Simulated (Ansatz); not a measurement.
Cost and result for the atomization energy of `CC1=CC(C)=[O+][Sn-]([CH3])[O]1` (19 atoms, 19 bonds).

```xyz
19

C     0.1369   -0.9217   -2.6165
C    -0.3161   -0.3433   -1.3109
C     0.0213   -1.0023   -0.1244
C    -0.3981   -0.6525    1.1630
C    -0.0269   -1.5380    2.3129
O    -1.0976    0.3584    1.4713
Sn   -1.6102    2.0374    0.2013
C     0.4385    2.8008    0.3643
O    -1.0025    0.7178   -1.4062
H     0.7190   -0.1705   -3.1554
H    -0.7408   -1.1459   -3.2278
H     0.7317   -1.8249   -2.4910
H     0.6142   -1.9011   -0.2171
H    -0.9409   -1.8996    2.7905
H     0.5833   -2.3868    2.0085
H     0.5113   -0.9470    3.0578
H     0.6352    3.5249   -0.4314
H     1.1644    1.9880    0.2870
H     0.5772    3.3062    1.3242
```

Charge 0, multiplicity 1. Correlated methods include outer-core shells of Sn, which these sets cover unevenly. Sn takes the def2 core potential. All single points use the PBE0-D4/def2-TZVP geometry. Program: Ansatz. All runs use 4 threads of an AMD EPYC 7R13 on a shared host and a share of an NVIDIA H100 80 GB. Times are those of one run each, without the atoms' runs, and a repeat can differ threefold. Electronic energies, without spin–orbit coupling; frozen cores. CCSD(T)/CBS adds CCSD(T) − MP2 in def2-TZVPP to the MP2 limit, and its time is that of the two runs behind it. T1 = 0.017. With those shells the extrapolation isn't a true limit.

CCSD(T)/CBS is a level of theory with its own doubt, some kJ/mol a heavy atom from the limit and from the frozen cores, so smaller differences don't rank the functionals.

| level | functions | wall time |
| --- | --- | --- |
| revPBE-D4/def2-TZVPP | 438 | 4.2 s |
| LDA (SPW92)/def2-TZVPP | 438 | 4.4 s |
| CAM-B3LYP-D4/def2-TZVPP | 438 | 4.7 s |
| r2SCANh-D4/def2-TZVPP | 438 | 5 s |
| r2SCAN-D4/def2-TZVPP (with forces) | 438 | 5.5 s |
| MP2/def2-QZVPP | 838 | 6 s |
| B97M-V/def2-TZVPP | 438 | 6.5 s |
| PBE-QIDH/def2-TZVPP | 438 | 7 s |
| CCSD(T)/def2-SVP | 188 | 8.5 s |
| ωB97X-V/def2-TZVPP | 438 | 9 s |
| ωB97M-V/def2-TZVPP (with forces) | 438 | 10 s |
| CCSD(T)/def2-TZVPP | 438 | 44 s |
| CCSD(T)/CBS(def2) | – | 50 s |

What atomization energy does each give, and how far from CCSD(T)/CBS? (Estimate.)

Ansatz gave: 
```json
{"level": "revPBE-D4/def2-TZVPP", "atomization (kcal/mol)": "1908.2", "difference from CCSD(T)/CBS": "8.5", "per bond": "0.4"}
{"level": "LDA (SPW92)/def2-TZVPP", "atomization (kcal/mol)": "2198.6", "difference from CCSD(T)/CBS": "298.9", "per bond": "15.7"}
{"level": "CAM-B3LYP-D4/def2-TZVPP", "atomization (kcal/mol)": "1908.8", "difference from CCSD(T)/CBS": "9.1", "per bond": "0.5"}
{"level": "r2SCANh-D4/def2-TZVPP", "atomization (kcal/mol)": "1897.1", "difference from CCSD(T)/CBS": "-2.6", "per bond": "-0.1"}
{"level": "r2SCAN-D4/def2-TZVPP (with forces)", "atomization (kcal/mol)": "1911.8", "difference from CCSD(T)/CBS": "12.1", "per bond": "0.6"}
{"level": "MP2/def2-QZVPP", "atomization (kcal/mol)": "1918.5", "difference from CCSD(T)/CBS": "18.8", "per bond": "1.0"}
{"level": "B97M-V/def2-TZVPP", "atomization (kcal/mol)": "1909.7", "difference from CCSD(T)/CBS": "10.0", "per bond": "0.5"}
{"level": "PBE-QIDH/def2-TZVPP", "atomization (kcal/mol)": "1892.5", "difference from CCSD(T)/CBS": "-7.2", "per bond": "-0.4"}
{"level": "CCSD(T)/def2-SVP", "atomization (kcal/mol)": "1812.0", "difference from CCSD(T)/CBS": "-87.7", "per bond": "-4.6"}
{"level": "ωB97X-V/def2-TZVPP", "atomization (kcal/mol)": "1902.9", "difference from CCSD(T)/CBS": "3.2", "per bond": "0.2"}
{"level": "ωB97M-V/def2-TZVPP (with forces)", "atomization (kcal/mol)": "1903.4", "difference from CCSD(T)/CBS": "3.7", "per bond": "0.2"}
{"level": "CCSD(T)/def2-TZVPP", "atomization (kcal/mol)": "1850.4", "difference from CCSD(T)/CBS": "-49.3", "per bond": "-2.6"}
{"level": "CCSD(T)/CBS(def2)", "atomization (kcal/mol)": "1899.7", "difference from CCSD(T)/CBS": "0.0", "per bond": "0.0"}
```

From PBE to PBE0 (25 % exact exchange), in def2-TZVPP and without D4, the atomization energy moves by −41.9 kcal/mol: exact exchange takes away binding that semilocal exchange gives to molecules. In def2-TZVPP, CCSD(T) changes the Hartree–Fock value by +478.7 kcal/mol (the triples alone add +34.3 kcal/mol) and MP2 by +517.6 kcal/mol; breaking electron pairs costs correlation energy, which Hartree–Fock lacks. Leaving LDA and LC-ωPBE aside and taking each functional with its dispersion term where it has one, the values, not all of them listed here, spread over 119.7 kcal/mol, from BHLYP-D4 to PBE-D4. LDA lies +253.3 kcal/mol from PBE without D4, its usual overbinding.

Spin–orbit coupling would lower the free Sn atoms strongly, and the atomization energy with them, by more than many differences here. For some Ge, Se and Sn compounds the MP2-based and the directly extrapolated limit differ by 10 to 25 kJ/mol.
